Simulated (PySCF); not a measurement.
From one molecule to another.

First species: Si(CF3)2Me2, C₄H₆F₆Si.
SMILES: `C[Si](C)(C(F)(F)F)C(F)(F)F`

Second species: C7H13NSi.
SMILES: `C=C(C)/C=N\[SiH2]C(=C)C`

Levels: PBE0/def2-SVPD for HOMO energy, LUMO energy, HOMO–LUMO gap and static isotropic polarisability; TDDFT PBE0/def2-SVPD for lowest singlet excitation; TDA PBE0/def2-SVPD for lowest triplet excitation (Tamm–Dancoff). Geometries: PBE0-D3(BJ)/def2-SVP. Each species is one conformer at its optimised geometry, gas phase, non-relativistic unless stated; the electronic structure was computed with PySCF and density fitting.

Dipoles, sizes and rotational constants follow the conformer. The torsions of the flexible species, by atom-mapped SMILES:
- `[CH2:1]=[C:2]([CH3:3])/[CH:4]=[N:5]\[SiH2:6][C:7](=[CH2:8])[CH3:9]`: C1–C2–C4–N5 -38°, C4–N5–Si6–C7 98°, N5–Si6–C7–C8 -1°

```json
{"property": "HOMO energy", "column X": "-6.80 eV", "column Y": "-9.46 eV"}
{"property": "LUMO energy", "column X": "-1.47 eV", "column Y": "0.18 eV"}
{"property": "HOMO–LUMO gap", "column X": "5.33 eV", "column Y": "9.64 eV"}
{"property": "lowest singlet excitation", "column X": "3.53 eV", "column Y": "8.58 eV"}
{"property": "lowest triplet excitation (Tamm–Dancoff)", "column X": "2.99 eV", "column Y": "7.97 eV"}
{"property": "static isotropic polarisability", "column X": "120.7 au", "column Y": "78.4 au"}
```

Q: Which column belongs to which species?

A: Column X is the second species and column Y the first. The first has 17 atoms and 98 electrons, the second 22 and 76.

Q: How does each property change from the first species to the second?

A: HOMO energy +2.66 eV; LUMO energy -1.65 eV; HOMO–LUMO gap -4.31 eV; lowest singlet excitation -5.05 eV; lowest triplet excitation (Tamm–Dancoff) -4.98 eV; static isotropic polarisability +42.3 au.

On the first: The polarisability is 11.62 Å³ as a volume (1 au = 0.148185 Å³), or 0.80 au for each of the 98 electrons. S1 lies 1.06 eV below the HOMO–LUMO gap; its leading configuration is HOMO→LUMO, weight 0.92.

On the second: No computed singlet falls in the visible range (750 to 380 nm, 1.65 to 3.26 eV); S1 lies 0.27 eV above its blue end. S1 lies 1.80 eV below the HOMO–LUMO gap; its leading configuration is HOMO→LUMO, weight 0.97.
